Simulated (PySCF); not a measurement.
Species: `FC[C@@H]1C[Si@H](C[SiH3])O[SiH2]1`. The columns A, B, C and D hold Mulliken, IAO, Hirshfeld and ESP-fitted charges (e) of one PBE0/pcSseg-1 density (PySCF), in a shuffled order. Coordinates in Å (GFN2-xTB); the density's dipole moment is (1.20, 0.28, 2.12) D.

| atom | x | y | z | A | B | C | D |
| --- | --- | --- | --- | --- | --- | --- | --- |
| F1 | -3.759 | 0.899 | -0.559 | -0.248 | -0.333 | -0.124 | -0.345 |
| C2 | -2.676 | 1.011 | 0.288 | +0.028 | +0.052 | +0.021 | +0.245 |
| C3 | -1.800 | -0.226 | 0.194 | -0.099 | -0.404 | -0.123 | -0.640 |
| C4 | -0.571 | -0.114 | 1.106 | -0.422 | -0.561 | -0.164 | -0.537 |
| Si5 | 0.745 | -1.307 | 0.407 | +0.675 | +1.130 | +0.424 | +1.065 |
| C6 | 2.513 | -0.640 | 0.432 | -0.528 | -0.846 | -0.248 | -0.873 |
| Si7 | 2.772 | 1.039 | -0.421 | +0.459 | +0.604 | +0.316 | +0.470 |
| O8 | 0.221 | -1.377 | -1.149 | -0.501 | -0.892 | -0.316 | -0.748 |
| Si9 | -1.173 | -0.633 | -1.571 | +0.565 | +0.994 | +0.400 | +0.885 |
| H10 | -2.134 | 1.910 | -0.024 | +0.079 | +0.131 | +0.039 | +0.099 |
| H11 | -3.085 | 1.159 | 1.294 | +0.088 | +0.135 | +0.042 | +0.107 |
| H12 | -2.401 | -1.077 | 0.536 | +0.095 | +0.147 | +0.039 | +0.156 |
| H13 | -0.190 | 0.910 | 1.065 | +0.107 | +0.139 | +0.035 | +0.145 |
| H14 | -0.840 | -0.303 | 2.145 | +0.113 | +0.149 | +0.039 | +0.147 |
| H15 | 0.611 | -2.669 | 0.935 | -0.147 | -0.148 | -0.085 | -0.086 |
| H16 | 2.848 | -0.583 | 1.466 | +0.131 | +0.165 | +0.044 | +0.167 |
| H17 | 3.152 | -1.378 | -0.051 | +0.155 | +0.171 | +0.048 | +0.175 |
| H18 | 2.105 | 2.098 | 0.350 | -0.119 | -0.127 | -0.080 | -0.085 |
| H19 | 4.210 | 1.335 | -0.446 | -0.121 | -0.114 | -0.079 | -0.077 |
| H20 | 2.257 | 1.028 | -1.790 | -0.100 | -0.113 | -0.072 | -0.062 |
| H21 | -0.830 | 0.558 | -2.341 | -0.100 | -0.146 | -0.079 | -0.106 |
| H22 | -1.984 | -1.620 | -2.267 | -0.111 | -0.134 | -0.074 | -0.103 |

Question: Which column most likely holds the ESP-fitted charges?

Answer: A. Σ q r misses the density's dipole by 0.05 D (A), 0.70 D (B), 0.93 D (D), 1.19 D (C). Charges fitted to the outside potential are the only set here that is tied to the molecule's multipoles.

Question: And the Hirshfeld charges?

Answer: C. The mean sizes are 0.131 e (C), 0.227 e (A), 0.333 e (D), 0.347 e (B), and Hirshfeld charges are commonly the smallest of these schemes.

As computed, A = ESP-fitted, B = IAO, C = Hirshfeld, D = Mulliken. Hydrogens on carbon: ESP-fitted +0.08 to +0.15, IAO +0.13 to +0.17, Hirshfeld +0.03 to +0.05, Mulliken +0.10 to +0.18 e.

The ESP scheme fits charges at the nuclei, held to the total charge, to the electrostatic potential on points at 1.4 to 2.0 times the van der Waals radii. The Mulliken scheme gives each basis function's population to the atom it is centred on and halves the overlap population of two atoms between them.

Geometry: GFN2-xTB, one conformer, isolated molecule.
